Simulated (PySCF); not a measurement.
Species: cis-Ge(NH3)2F4.
Cartesian coordinates in Å at the PBE0-D3(BJ)/def2-SVP level; atoms count from 1:
```xyz
13
F4GeH6N2 angstrom
Ge    -0.686   -0.001   -0.535
N     -0.452   -0.046    1.577
H     -1.433    0.019    1.853
H      0.051    0.745    1.975
H     -0.081   -0.935    1.909
F     -0.740    0.036   -2.287
N      1.420    0.037   -0.817
H      1.445   -0.011   -1.838
H      1.918   -0.768   -0.443
H      1.848    0.914   -0.526
F     -2.401   -0.038   -0.174
F     -0.459    1.743   -0.297
F     -0.401   -1.747   -0.375
```

Method used: PySCF 2.14.0, density-fitted response routines, TDDFT CAM-B3LYP/def2-SVPD, vertical, gas phase, core orbitals frozen in the response. The CAM-B3LYP/def2-SVPD calculation is non-relativistic and has no spin–orbit coupling, an omission that weighs most on germanium.

Ground-to-excited transition dipoles (e·a0, same axes as the geometry; the sign carries no meaning), for the states with f of 0.002 or more among the lowest 11:

```json
{"state": "S1", "E (eV)": "8.236", "μx": "0.548", "μy": "0.025", "μz": "-0.688"}
{"state": "S2", "E (eV)": "8.477", "μx": "-0.566", "μy": "0.002", "μz": "-0.457"}
{"state": "S4", "E (eV)": "8.849", "μx": "-0.003", "μy": "0.240", "μz": "0.001"}
{"state": "S7", "E (eV)": "9.469", "μx": "0.266", "μy": "0.009", "μz": "-0.339"}
{"state": "S8", "E (eV)": "9.647", "μx": "0.483", "μy": "-0.003", "μz": "0.373"}
{"state": "S10", "E (eV)": "9.745", "μx": "-0.009", "μy": "0.514", "μz": "0.027"}
{"state": "S11", "E (eV)": "9.757", "μx": "0.111", "μy": "-0.012", "μz": "0.074"}
```

Q: What oscillator strength does each state have?

A: f = (2/3) ΔE |μ|² with ΔE in hartree (27.2114 eV).

| state | \|μ\|² (au) | \|μ\| (D) | f |
| --- | --- | --- | --- |
| S1 | 0.774 | 2.24 | 0.156 |
| S2 | 0.529 | 1.85 | 0.110 |
| S4 | 0.058 | 0.61 | 0.013 |
| S7 | 0.186 | 1.10 | 0.043 |
| S8 | 0.373 | 1.55 | 0.088 |
| S10 | 0.265 | 1.31 | 0.063 |
| S11 | 0.018 | 0.34 | 0.004 |

Q: What angle do the transition dipoles of S7 and S8 make?

A: |cos θ| = |μa·μb| / (|μa| |μb|) = 0.01, so θ ≈ 90° (taken between 0 and 90°, since the signs are arbitrary).

Q: What peak molar absorption coefficient would the strongest computed level give as a lone Gaussian band 0.4 eV wide at half height?

A: ε(max) = 2.175×10⁸ f / FWHM, with the width in cm⁻¹. S1: 2.175×10⁸ × 0.1562 / 3226 ≈ 11000 L mol⁻¹ cm⁻¹.
